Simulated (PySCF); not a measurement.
Computed shifts of a molecule C₂H₆N₂OSi, PBE0/pcSseg-1 run with PySCF, GIAO, gas phase, atoms alike by connectivity averaged where their shifts nearly agree, in ppm (number of nuclei): ¹⁵N: 262.3 (1), 28.4 (1). ²⁹Si: 4.1 (1). ¹³C: 172.1 (1), 54.4 (1). ¹H: 7.46 (1), 5.42 (1), 3.53 (1), 3.37 (1), 1.50 (1), 0.79 (1). References: ¹⁵N against NH3 (σ = 267.4 ppm); ²⁹Si against TMS (σ = 352.7 ppm); ¹³C against TMS (σ = 186.3 ppm); ¹⁷O against H2O (σ = 334.2 ppm); ¹H against TMS (σ = 31.56 ppm), references at their B3LYP-D3(BJ)/def2-TZVP geometries, non-relativistic. Coordinates come from a B3LYP-D3(BJ)/def2-SVP optimisation. One conformer was computed; it need not be the lowest.

Problem. Which molecule gave these data?
A) N[Si@]1(O)C=NC1
B) N[Si]1(N)C=CO1
C) N[Si@@H]1COC=N1
D) NC[SiH2]N=C=O

Solution. C, N[Si@@H]1COC=N1
